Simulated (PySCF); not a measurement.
# Carbon: a sound run and one with changed settings

Sound run: C⁺ [He] 2s2 2p1, C²⁺ [He] 2s2. Calculation: PySCF 2.14, in x2c-SVPall; the spin-free X2C one-electron Hamiltonian (Gaussian nucleus). In the sound run the correlated levels freeze 1s2. The sound run starts from symmetry-adapted Hartree-Fock orbitals and uses a fine grid where one is needed.

Changed run: basis STO-3G, all-electron and non-relativistic. This setting is unsound on purpose.

```tsv
species	method	sound run (hartree)	changed run (hartree)	converged
C⁺	UHF	-37.25916	-36.87037	yes
C⁺	M06-2X	-37.39282	-37.00670	yes
C⁺	B3LYP	-37.40326	-36.99902	yes
C⁺	MP2	-37.30096	-36.89090	yes
C⁺	CCSD(T)	-37.32654	-36.91145	yes
C²⁺	UHF	-36.36599	-35.97831	yes
C²⁺	M06-2X	-36.48687	-36.09655	yes
C²⁺	B3LYP	-36.47765	-36.07337	yes
C²⁺	MP2	-36.40607	-36.01050	yes
C²⁺	CCSD(T)	-36.43906	-36.04086	yes
```

Ionisation energy of C⁺:

| method | sound run (eV) | changed run (eV) |
| --- | --- | --- |
| UHF | 24.304 | 24.274 |
| M06-2X | 24.652 | 24.766 |
| B3LYP | 25.187 | 25.188 |
| MP2 | 24.351 | 23.957 |
| SCS-MP2 | 24.305 | 23.893 |
| CCSD | 24.129 | 23.690 |
| CCSD(T) | 24.149 | 23.690 |

A minimal basis cannot let orbitals breathe on ionisation and holds almost no correlation. The Hamiltonian changed with the basis, so the totals do not compare.

For comparison, NIST gives 24.383 eV between the lowest levels.
